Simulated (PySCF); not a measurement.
## Spin–spin coupling constants

Geometry:
```tsv
atom	x (Å)	y (Å)	z (Å)
C1	-1.691	1.311	-0.371
N2	-0.726	0.324	0.031
Ge3	-1.299	-1.331	0.599
C4	0.627	0.720	-0.246
B5	1.788	-0.333	-0.058
O6	1.493	-1.658	-0.046
O7	3.098	0.035	0.045
H8	-1.497	2.288	0.117
H9	-1.683	1.496	-1.467
H10	-2.712	1.006	-0.095
H11	-1.222	-2.446	-0.467
H12	-2.789	-1.082	0.927
H13	-0.570	-1.771	1.881
H14	0.730	1.044	-1.312
H15	0.888	1.638	0.331
H16	2.272	-2.212	0.073
H17	3.227	0.987	0.062
```

Couplings: B3LYP/pcJ-1 (pcSseg-1 on Ge) (spin–dipole term only in couplings to heteroatoms) in PySCF 2.14.0 with density-fitted response routines, geometry PBE0-D3(BJ)/def2-SVP; gas phase, one conformer, non-relativistic. Couplings are averaged over pairs made equivalent by symmetry, fast rotation or ring inversion, so a value needn't be that of the named pair in this geometry, while other rotamers aren't included; one pair stands for each set, and the list holds those of at least 1.5 Hz over up to four bonds, among pairs with at least one C or N or B or H atom (others weren't computed).

Isotopes: ¹³C, ¹H, ¹⁷O, ¹¹B, ¹⁵N. Couplings to quadrupolar nuclei such as 17O and 33S are rarely resolved in practice.

| pair | bonds | J (Hz) |
| --- | --- | --- |
| C1, N2 | 1 | -10.1 |
| C1, H8 | 1 | 138.2 |
| N2, C4 | 1 | ? |
| C4, B5 | 1 | 73.4 |
| C4, H14 | 1 | 123.5 |
| B5, O6 | 1 | -8.0 |
| O6, H16 | 1 | -84.5 |
| N2, H11 | 2 | -6.4 |
| C4, O6 | 2 | -5.1 |
| B5, H14 | 2 | ? |
| B5, H16 | 2 | ? |
| H8, H9 | 2 | ? |
| H11, H12 | 2 | ? |
| H14, H15 | 2 | -19.0 |
| C1, B5 | 3 | 7.0 |
| C1, H11 | 3 | 3.0 |
| C1, H14 | 3 | 2.7 |
| C4, H8 | 3 | 5.0 |
| C4, H16 | 3 | ? |
| O6, H17 | 3 | -1.7 |

Problem. Estimate the withheld couplings, with signs.

Solution. 
- ¹J(N2,C4) = -9.9 Hz (bond length 1.437 Å)
- ²J(B5,H14) = -6.7 Hz (mean over equivalent pairs that range from -7.8 to -5.6 Hz in this conformer)
- ²J(B5,H16) = -3.4 Hz (mean over equivalent pairs that range from -5.2 to -1.5 Hz in this conformer)
- ²J(H8,H9) = -12.2 Hz (mean over equivalent pairs that range from -14.2 to -9.4 Hz in this conformer)
- ²J(H11,H12) = 20.6 Hz (mean over equivalent pairs that range from 14.3 to 25.4 Hz in this conformer)
- ³J(C4,H16) = 3.6 Hz (mean over equivalent pairs that range from 1.5 to 5.8 Hz in this conformer)

Relativistic effects of the heavier atoms present are left out.
